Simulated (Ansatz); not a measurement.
Program: Ansatz. Geometries: PBE0-D4/def2-TZVP. ΔE: electronic, gas phase. CCSD(T)/CBS adds triple-zeta CCSD(T) − MP2 to the extrapolated MP2 energy (def2 sets, frozen cores). This one scheme is used for every species. DFT in def2-TZVPP. B3LYP here is the variant with VWN-RPA as its local correlation; programs differ in this. HSE06 is defined as in plane-wave codes. For Ge outer-core shells are correlated without core-valence functions, which leaves a few kJ/mol of doubt a bond. Scalar relativity is left out up to krypton. Each species was taken in one conformer, which may not be the lowest.

Consider the ligand exchange at a Ge–N bond: `[NH2][GeH2][NH2]` + H–F → `[NH2][GeH2][F]` + NH₃.

```
             level  ΔE (kJ/mol)  difference from CCSD(T)/CBS
       LDA (SPW92)        -65.0                         -1.1
            PBE-D4        -70.2                         -6.3
         revPBE-D4        -67.0                         -3.1
           BLYP-D4        -76.1                        -12.2
         r2SCAN-D4        -75.0                        -11.1
            B97M-V        -80.1                        -16.2
           PBE0-D4        -67.3                         -3.4
          B3LYP-D4        -74.3                        -10.4
        r2SCANh-D4        -73.3                         -9.4
        r2SCAN0-D4        -71.0                         -7.1
          HSE06-D4        -67.1                         -3.2
      CAM-B3LYP-D4        -76.9                        -13.0
           ωB97X-V        -75.0                        -11.1
           ωB97M-V        -73.1                         -9.2
            B2PLYP        -75.1                        -11.2
          PBE-QIDH        -66.5                         -2.6
               PBE        -73.6                         -9.7
            revPBE        -75.8                        -11.9
              BLYP        -83.3                        -19.4
            r2SCAN        -75.8                        -11.9
              PBE0        -70.3                         -6.4
             B3LYP        -79.7                        -15.8
           r2SCANh        -74.2                        -10.3
             BHLYP        -78.8                        -14.9
           LC-ωPBE        -74.3                        -10.4
RPA@PBE/def2-TZVPP        -65.7                         -1.8
       HF/def2-SVP        -85.7                        -21.8
      MP2/def2-SVP        -76.8                        -12.9
     CCSD/def2-SVP        -78.9                        -15.0
  CCSD(T)/def2-SVP        -78.0                        -14.1
     HF/def2-TZVPP        -82.1                        -18.2
SCS-MP2/def2-TZVPP        -68.3                         -4.4
   CCSD/def2-TZVPP        -66.8                         -2.9
CCSD(T)/def2-TZVPP        -65.4                         -1.5
     HF/def2-QZVPP        -83.9                        -20.0
    MP2/def2-QZVPP        -62.9                          1.0
SCS-MP2/def2-QZVPP        -68.2                         -4.3
      HF/CBS(def2)        -84.1                        -20.2
     MP2/CBS(def2)        -61.6                          2.3
    CCSD/CBS(def2)        -65.3                         -1.4
       CCSD(T)/CBS        -63.9                            0
```

Largest T1 diagnostic among the species: 0.011.

The D4 term adds +5.4 kJ/mol with B3LYP and +2.9 kJ/mol with PBE0; it sums over pairs of atoms, weighted by their polarisabilities, and B3LYP, whose exchange is more repulsive, gets the larger term. At CCSD(T), def2-SVP lies −14.1 kJ/mol from the extrapolated value and def2-TZVPP −1.5 kJ/mol.
